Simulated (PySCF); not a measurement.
## Calculated data, BClFH

All values are calculated (PySCF 2.14.0). Calculation on a computer-drawn molecule: vertical ionisation energy to the stated ion spin, frozen-core CCSD(T) at the basis limit and cheaper methods, single-reference cases, UHF for radicals, no spin-orbit; all values are single points at the evaluated structure, the first of each entry, which is the reference or a displaced copy of it and isn't optimised; the reference structure only sets the zero of the energies above reference; triples share is (T) over the correlation energy.

Common to all runs: charge 0; multiplicity 1; ion multiplicity 2; diffuse functions no; basis cc-pV(n+d)Z; reference is the Hartree-Fock double-zeta minimum; best is HF at quadruple zeta + MP2 correlation extrapolated from triple and quadruple zeta + CCSD(T) minus MP2 at triple zeta; basis step is the size of the change from the same recipe one zeta lower.

(1) BClFH

Evaluated structure:
```xyz
4
BClFH
F      0.6041     0.8721     1.2269
B      0.8143    -0.1456     0.2984
Cl    -0.0247    -0.1395    -1.1043
H      1.7345    -0.8747     0.3970
```

Reference structure:
```xyz
4
BClFH
F      0.6640     0.8328     1.2504
B      0.9107    -0.0473     0.3049
Cl    -0.0805    -0.0226    -1.1406
H      1.7869    -0.8386     0.4341
```

It finds ionisation energy best 12.73 eV; ionisation energy basis step 0.0909 eV; energy above reference best 7.415 kcal/mol; energy above reference basis step 0.1107 kcal/mol; ionisation energy Koopmans at triple zeta 13.07 eV; ionisation energy EOM CCSD at triple zeta 12.61 eV; total energy HF triple zeta -584.3562 hartree; total energy CCSD(T) triple zeta -584.9398 hartree; total energy best -585.0387 hartree; T1 diagnostic at triple zeta 0.01277; D1 diagnostic at triple zeta 0.04375; ion T1 diagnostic at triple zeta 0.03276; ion D1 diagnostic at triple zeta 0.1688; ion spin squared at triple zeta 0.7633; triples share at triple zeta 0.03483; basis functions triple zeta 113; dipole magnitude HF at triple zeta 1.318 debye; dipole magnitude CCSD unrelaxed at triple zeta 1.126 debye; dipole magnitude PBE at triple zeta 0.9773 debye; dipole magnitude r2SCAN at triple zeta 1.035 debye; dipole magnitude B3LYP at triple zeta 1.092 debye; dipole magnitude wB97X at triple zeta 1.098 debye.

Drawn bonds:
```tsv
atom	other atom	order
1	2	1
2	3	1
2	4	1
```

Triple zeta:
```tsv
method	ionisation energy (eV)	energy above reference (kcal/mol)
HF	11.68	9.592
PBE	12	6.91
r2SCAN	12.19	7.356
B3LYP	12.34	7.477
wB97X	12.5	7.269
MP2	12.72	7.331
CCSD	12.5	7.888
CCSD(T)	12.52	7.705
```

(2) BClFH

Evaluated structure:
```xyz
4
BClFH
F      0.5596     0.8456     1.2472
B      1.1045    -0.3694     0.0620
Cl     0.0373    -0.2826    -1.4229
H      1.9161    -1.1556     0.2446
```

Reference structure:
```xyz
4
BClFH
F      0.6640     0.8328     1.2504
B      0.9107    -0.0473     0.3049
Cl    -0.0805    -0.0226    -1.1406
H      1.7869    -0.8386     0.4341
```

The calculation gives: ionisation energy best 12.8 eV; ionisation energy basis step 0.1817 eV; energy above reference best 54.39 kcal/mol; energy above reference basis step 0.8529 kcal/mol; ionisation energy Koopmans at triple zeta 13.36 eV; ionisation energy EOM CCSD at triple zeta 12.65 eV; total energy HF triple zeta -584.2709 hartree; total energy CCSD(T) triple zeta -584.8642 hartree; total energy best -584.9638 hartree; T1 diagnostic at triple zeta 0.018; D1 diagnostic at triple zeta 0.05816; ion T1 diagnostic at triple zeta 0.03535; ion D1 diagnostic at triple zeta 0.1552; ion spin squared at triple zeta 0.8059; triples share at triple zeta 0.0388; basis functions triple zeta 113; dipole magnitude HF at triple zeta 3.27 debye; dipole magnitude CCSD unrelaxed at triple zeta 2.744 debye; dipole magnitude PBE at triple zeta 2.469 debye; dipole magnitude r2SCAN at triple zeta 2.628 debye; dipole magnitude B3LYP at triple zeta 2.71 debye; dipole magnitude wB97X at triple zeta 2.806 debye.

Drawn bonds:
```tsv
atom	other atom	order
1	2	1
2	3	1
2	4	1
```

Triple zeta:
```tsv
method	ionisation energy (eV)	energy above reference (kcal/mol)
HF	11.71	63.14
PBE	12.04	49.4
r2SCAN	12.22	53.76
B3LYP	12.39	53.2
wB97X	12.65	54.38
MP2	12.88	55.45
CCSD	12.56	57.07
CCSD(T)	12.57	55.2
```

(3) BClFH

Evaluated structure:
```xyz
4
BClFH
F      0.5814     0.8396     1.3239
B      0.9746    -0.0821     0.2642
Cl    -0.1614    -0.0785    -1.1069
H      1.9006    -0.8182     0.5270
```

Reference structure:
```xyz
4
BClFH
F      0.6640     0.8328     1.2504
B      0.9107    -0.0473     0.3049
Cl    -0.0805    -0.0226    -1.1406
H      1.7869    -0.8386     0.4341
```

Results for BClFH: ionisation energy best 12.74 eV; ionisation energy basis step 0.1003 eV; energy above reference best 10.6 kcal/mol; energy above reference basis step 0.5865 kcal/mol; ionisation energy Koopmans at triple zeta 13.16 eV; ionisation energy EOM CCSD at triple zeta 12.62 eV; total energy HF triple zeta -584.3502 hartree; total energy CCSD(T) triple zeta -584.9354 hartree; total energy best -585.0336 hartree; T1 diagnostic at triple zeta 0.01416; D1 diagnostic at triple zeta 0.04939; ion T1 diagnostic at triple zeta 0.02177; ion D1 diagnostic at triple zeta 0.08733; ion spin squared at triple zeta 0.7618; triples share at triple zeta 0.03584; basis functions triple zeta 113; dipole magnitude HF at triple zeta 1.695 debye; dipole magnitude CCSD unrelaxed at triple zeta 1.39 debye; dipole magnitude PBE at triple zeta 1.167 debye; dipole magnitude r2SCAN at triple zeta 1.273 debye; dipole magnitude B3LYP at triple zeta 1.335 debye; dipole magnitude wB97X at triple zeta 1.391 debye.

Drawn bonds:
```tsv
atom	other atom	order
1	2	1
2	3	1
2	4	1
```

Triple zeta:
```tsv
method	ionisation energy (eV)	energy above reference (kcal/mol)
HF	11.56	13.38
PBE	12.21	8.639
r2SCAN	12.39	10.3
B3LYP	12.49	10.2
wB97X	12.58	10.2
MP2	12.67	10.63
CCSD	12.48	11.09
CCSD(T)	12.51	10.5
```

(4) BClFH

Evaluated structure:
```xyz
4
BClFH
F      0.5814     0.8396     1.3239
B      0.9746    -0.0821     0.2642
Cl    -0.1614    -0.0785    -1.1069
H      1.8402    -0.7702     0.5099
```

Reference structure:
```xyz
4
BClFH
F      0.6640     0.8328     1.2504
B      0.9107    -0.0473     0.3049
Cl    -0.0805    -0.0226    -1.1406
H      1.7869    -0.8386     0.4341
```

Results for BClFH: ionisation energy best 12.74 eV; ionisation energy basis step 0.1015 eV; energy above reference best 10.93 kcal/mol; energy above reference basis step 0.6247 kcal/mol; ionisation energy Koopmans at triple zeta 13.16 eV; ionisation energy EOM CCSD at triple zeta 12.62 eV; total energy HF triple zeta -584.3502 hartree; total energy CCSD(T) triple zeta -584.9347 hartree; total energy best -585.0331 hartree; T1 diagnostic at triple zeta 0.01415; D1 diagnostic at triple zeta 0.04943; ion T1 diagnostic at triple zeta 0.02094; ion D1 diagnostic at triple zeta 0.08075; ion spin squared at triple zeta 0.7617; triples share at triple zeta 0.03568; basis functions triple zeta 113; dipole magnitude HF at triple zeta 1.751 debye; dipole magnitude CCSD unrelaxed at triple zeta 1.439 debye; dipole magnitude PBE at triple zeta 1.211 debye; dipole magnitude r2SCAN at triple zeta 1.323 debye; dipole magnitude B3LYP at triple zeta 1.382 debye; dipole magnitude wB97X at triple zeta 1.44 debye.

Drawn bonds:
```tsv
atom	other atom	order
1	2	1
2	3	1
2	4	1
```

Triple zeta:
```tsv
method	ionisation energy (eV)	energy above reference (kcal/mol)
HF	11.55	13.41
PBE	12.28	9.491
r2SCAN	12.43	10.79
B3LYP	12.52	10.5
wB97X	12.59	10.7
MP2	12.67	10.88
CCSD	12.48	11.42
CCSD(T)	12.52	10.9
```

(5) BClFH

Evaluated structure:
```xyz
4
BClFH
F      0.5814     0.8396     1.3239
B      0.9746    -0.0821     0.2642
Cl    -0.1614    -0.0785    -1.1069
H      1.8968    -0.8152     0.5259
```

Reference structure:
```xyz
4
BClFH
F      0.6640     0.8328     1.2504
B      0.9107    -0.0473     0.3049
Cl    -0.0805    -0.0226    -1.1406
H      1.7869    -0.8386     0.4341
```

Drawn bonds:
```tsv
atom	other atom	order
1	2	1
2	3	1
2	4	1
```

Question: Estimate the total energy CCSD(T) triple zeta of BClFH (entry 5).
Answer: -584.9355 hartree

Further results for BClFH (entry 5):

| Quantity | Value |
| --- | --- |
| ionisation energy best | 12.74 eV |
| ionisation energy basis step | 0.1004 eV |
| energy above reference best | 10.52 kcal/mol |
| energy above reference basis step | 0.5892 kcal/mol |
| ionisation energy Koopmans at triple zeta | 13.16 eV |
| ionisation energy EOM CCSD at triple zeta | 12.62 eV |
| total energy HF triple zeta | -584.3504 hartree |
| total energy best | -585.0337 hartree |
| T1 diagnostic at triple zeta | 0.01416 |
| D1 diagnostic at triple zeta | 0.04939 |
| ion T1 diagnostic at triple zeta | 0.02169 |
| ion D1 diagnostic at triple zeta | 0.08672 |
| ion spin squared at triple zeta | 0.7618 |
| triples share at triple zeta | 0.03583 |
| basis functions triple zeta | 113 |
| dipole magnitude HF at triple zeta | 1.698 debye |
| dipole magnitude CCSD unrelaxed at triple zeta | 1.393 debye |
| dipole magnitude PBE at triple zeta | 1.17 debye |
| dipole magnitude r2SCAN at triple zeta | 1.277 debye |
| dipole magnitude B3LYP at triple zeta | 1.338 debye |
| dipole magnitude wB97X at triple zeta | 1.394 debye |

Triple zeta:
```tsv
method	ionisation energy (eV)	energy above reference (kcal/mol)
HF	11.55	13.27
PBE	12.21	8.586
r2SCAN	12.39	10.22
B3LYP	12.49	10.11
wB97X	12.58	10.13
MP2	12.67	10.54
CCSD	12.48	11
CCSD(T)	12.51	10.42
```
